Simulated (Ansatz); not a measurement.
K₄H₅⁻. Total charge -1; singlet. Geometry PBE0-D4/def2-SVPD, basis def2-TZVPD, Ansatz.

Cartesian coordinates in Å:
```
K 0.875 1.494 0.665
K -1.241 -1.393 -0.011
K 2.353 -1.376 -1.435
K -3.092 1.938 1.369
H 0.096 0.287 -1.563
H -0.904 3.008 1.696
H 4.188 -2.396 -2.693
H 1.162 -1.115 1.089
H -3.437 -0.448 0.884
```

```
run  HOMO (eV)  LUMO (eV)
  A       0.03       1.11
  B      -0.06       1.68
  C      -0.25       1.14
  D      -0.86       1.46
  E      -0.41       1.73
```

Another isomer (singlet) lies 0.75 eV lower at PBE0-D4/def2-TZVPD; other spin states weren't run for this one.

The runs used B97M-V, PBE, PBE0, r2SCAN, r2SCANh. Estimate which is which.

A PBE (0 % exact exchange); B r2SCAN (0 % exact exchange); C B97M-V (0 % exact exchange); D PBE0 (25 % exact exchange); E r2SCANh (10 % exact exchange). Exact exchange lowers occupied and raises empty levels; among semilocal functionals meta-GGAs tend to open the gap a little, and such runs are hard to tell apart. The gap grows from 1.08 eV (PBE) to 2.32 eV (PBE0). At PBE-D4/def2-TZVPD the highest occupied level of the charge -1 singlet lies above zero (up to 0.03 eV). The electron is either unbound and held by the finite basis, or the level is raised by self-interaction error.
